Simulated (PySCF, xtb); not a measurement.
H2Mo, SMILES [MoH2] (connectivity only; charge and spin as stated), neutral, multiplicity 5.

Harmonic wavenumbers (cm⁻¹) from GFN2-xTB in xtb at its own minimum, in rising order: 748, 1828, 1845.

Q: What does PBE-D3(BJ)/def2-TZVPD in PySCF give at its own minimum? (The exact figures need the calculation; the answer reports its results.)

A: 562, 1810, 1823. Paired by order, the mean absolute difference is 75 cm⁻¹ and the zero-point energies are 6.3 and 6.0 kcal/mol.
